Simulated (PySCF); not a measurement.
Compound: H6N2OSi2.
Cartesian coordinates in Å at the PBE0-D3(BJ)/def2-SVP level; atoms count from 1:
```
atom  x, y, z in Å
O1     2.1540   -0.4539    0.4511
Si2    0.8206    0.0540   -0.3917
N3    -0.3293    1.0499    0.4611
Si4   -1.6573   -0.0473    0.1754
N5    -0.4815   -1.0900   -0.5861
H6     1.9693   -0.8598    1.3043
H7     1.4251    0.6149   -1.6251
H8    -0.2748    1.9791    0.8501
H9    -2.7419    0.4665   -0.7196
H10   -2.3254   -0.5977    1.3978
H11   -0.5608   -1.9529   -1.1027
```

NICS = −σ at a ghost point: NICS(0) at the centroid of the ring atoms, NICS(1) 1 Å to either side along the normal of their mean plane, zz for the tensor component along that normal. Level: GIAO KT2/pcSseg-2 (PySCF, non-relativistic, gas phase) on the PBE0-D3(BJ)/def2-SVP geometry, one conformer.

Ring bond lengths (Å): Si2–N3 1.744, N3–Si4 1.746, Si4–N5 1.746, N5–Si2 1.744.

What do the NICS probes read (ppm)?

```
         ring                                                        type  NICS(0)  NICS(1), two faces  NICS(1)zz, two faces  rms pucker (Å)  centre to ring atoms, mean (Å)
Si2–N3–Si4–N5  4-membered ring with 2 N and 2 Si; formal bonds all single     -9.0         -2.5 / -2.5           -1.2 / -2.4            0.03                            1.23
```

What can be read from them?

- Si2–N3–Si4–N5: mean NICS(1)zz -1.8 ppm, near zero. Si2, Si4 have four or more neighbours, and the NICS criterion for π rings isn't applied. NICS(0) lies 6 ppm below the mean NICS(1).

What is the mean of the two in-plane components of NICS at the second NICS(1) probe listed for ring Si2–N3–Si4–N5, 1 Å off the ring?

The isotropic value is a third of the trace: (3 × -2.5 − (-2.4))/2 = -2.5 ppm.

How shielded are the nuclei of the rings and their hydrogens (means over atoms taken as equivalent)?

```tsv
atoms	environment	σ isotropic (ppm)	principal values of the symmetric part, first atom (ppm)
Si2	oxygen-bound silicon	383.0	365.4, 379.3, 404.2
N3 (×2)	nitrogen bridging silicon atoms	216.2	184.9, 195.1, 268.5
Si4	SiH2 silicon	379.3	352.4, 369.7, 415.7
H7	Si–H hydrogen	25.65	21.8, 23.7, 31.4
H8 (×2)	N–H hydrogen	30.05	23.7, 24.8, 41.7
H9	Si–H hydrogen	25.34	22.4, 23.6, 30.1
H10	Si–H hydrogen	25.32	22.2, 23.0, 30.7
```

How do the values depend on the level or the medium?

```json
{"level": "KT2/pcSseg-2, gas", "NICS(0), Si2–N3–Si4–N5": "-9.0", "mean NICS(1)zz, Si2–N3–Si4–N5": "-1.8"}
{"level": "PBE0/pcSseg-1, gas", "NICS(0), Si2–N3–Si4–N5": "-10.1", "mean NICS(1)zz, Si2–N3–Si4–N5": "-1.2"}
```

The geometry is the same throughout.
